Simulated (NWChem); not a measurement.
System: WNH2SOCl; SMILES [O]=[W]([Cl])([SH])=[NH]

NWChem input:

```
start job
memory heap 200 mb stack 900 mb global 1100 mb
geometry units angstroms
  W      0.136648    -0.114491    -0.124827
  O      1.754196    -0.330452     0.277929
  N     -0.477989    -1.194519    -1.395084
  H     -0.526178    -1.880776    -2.149348
  Cl    -0.270549     1.986433    -0.550258
  S     -1.070850    -0.746599     1.822511
  H     -2.017498    -1.511259     1.267864
end
basis spherical
  * library def2-svp
end
ecp
  W library def2-ecp
end
dft
  xc pbe0
  iterations 150
end
driver
  maxiter 120
end
task dft optimize
```

Not confirmed as a minimum by frequencies. def2 effective core potentials on W; no spin-orbit coupling.

The level has its own optimisation.

**Question.** What results follow from this input? (PBE0/def2-SVP with def2 effective core potentials on W.) Quantities: r O–W (Å); r N–W (Å); r Cl–W (Å); r S–W (Å); dipole (D).

**Answer.** 
```
Property    Value
----------  -----
r O–W (Å)   1.697
r N–W (Å)   1.744
r Cl–W (Å)  2.292
r S–W (Å)   2.347
dipole (D)   2.66
```
